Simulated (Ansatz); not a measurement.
Frontier orbitals of C2H4HfO3 (`C#[C][Hf]([OH])([OH])[OH]`).

```json
{"atom": "C1", "x (Å)": "-1.4889", "y (Å)": "-0.5553", "z (Å)": "2.4048"}
{"atom": "C2", "x (Å)": "-0.8617", "y (Å)": "-0.3213", "z (Å)": "1.3916"}
{"atom": "Hf3", "x (Å)": "0.2784", "y (Å)": "0.1038", "z (Å)": "-0.4498"}
{"atom": "O4", "x (Å)": "1.3851", "y (Å)": "1.6350", "z (Å)": "-0.1073"}
{"atom": "O5", "x (Å)": "-0.9882", "y (Å)": "0.4588", "z (Å)": "-1.8484"}
{"atom": "O6", "x (Å)": "1.3387", "y (Å)": "-1.4468", "z (Å)": "-0.8475"}
{"atom": "H7", "x (Å)": "-2.0399", "y (Å)": "-0.7609", "z (Å)": "3.2949"}
{"atom": "H8", "x (Å)": "1.7370", "y (Å)": "2.5158", "z (Å)": "-0.1818"}
{"atom": "H9", "x (Å)": "-1.4677", "y (Å)": "0.3592", "z (Å)": "-2.6641"}
{"atom": "H10", "x (Å)": "2.1073", "y (Å)": "-1.9885", "z (Å)": "-0.9923"}
```

Total charge 0; spin multiplicity 1. Correlated methods include outer-core shells of Hf, which these sets cover unevenly. Hf takes the def2 core potential. Geometry: relaxed with PBE0-D4/def2-TZVP. It is one conformer, not always the lowest. Basis def2-TZVPP, Ansatz.

Orbital energies of one run (eV). Highest occupied ones, from the top: -6.41, -6.41, -7.34, -7.64, -7.71, -7.71, -8.23, -8.23, -8.44, -12.05, -12.05, -12.50, -12.72, -17.59. Empty: -1.20, -1.20, -0.66, 0.25, 0.25, 0.32.

(1) Which functional gave them?
A. ωB97X-V
B. HSE06 (plane-wave form)
C. BHLYP
D. PBE

Results:

(1) D. HOMO energies: PBE -6.41, ωB97X-V -10.01, BHLYP -8.67, HSE06 -7.23 eV.
